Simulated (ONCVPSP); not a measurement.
## Transferability test, ONCV potential for Ru

* Element: ruthenium
* Generator: ONCVPSP 4.0.1
* Type: optimised norm-conserving Vanderbilt (ONCV)
* Functional: BLYP
* Relativity: scalar-relativistic
* Frozen core: [Ar] 3d10
* Valence charge: 16
* Reference configuration: 4s2 4p6 4d7 5s1
* Partial waves: 4s+5s: rc 1.55 bohr, ncon 4, nbas 8, qcut 8.2 1/bohr, 3 projectors, debl 3.2 Ha; 4p: rc 1.75 bohr, ncon 4, nbas 7, qcut 8 1/bohr, 2 projectors, debl 0.4 Ha; 4d: rc 1.65 bohr, ncon 4, nbas 9, qcut 7.9 1/bohr, 2 projectors, debl 0.4 Ha
* Local potential: polynomial inside 1.50 bohr (lpopt 5, dvloc0 0 Ha)
* Core correction: Teter function, fcfact 3.25, rcfact 1.45

In the p channel the program set the typed energies aside and used -1.701, 0.250 Ha.

Energies are relative to the spin-unpolarised reference configuration 4s2 4p6 4d7 5s1; without spin polarisation the order of configurations can differ from experiment.

```csv
valence configuration,charge,ΔE all-electron (eV),error AE − PS (meV)
4s2 4p6 4d7 5s0,+1,7.365,-1.7
4s2 4p6 4d6 5s0,+2,25.482,-2.3
4s2 4p6 4d7 5s0 5p1,0,3.484,-0.8
```

Q: What are ΔE and the potential's error for 4s2 4p6 4d5 5s0?

A: ΔE = 56.003 eV all-electron; the error (AE − PS) is +0.4 meV.

Levels in the configuration 4s2 4p6 4d7 5s0:

```json
{"level": "4s", "all-electron (eV)": "-83.746", "pseudo (eV)": "-83.760"}
{"level": "4p", "all-electron (eV)": "-53.789", "pseudo (eV)": "-53.795"}
{"level": "4d", "all-electron (eV)": "-12.490", "pseudo (eV)": "-12.490"}
```
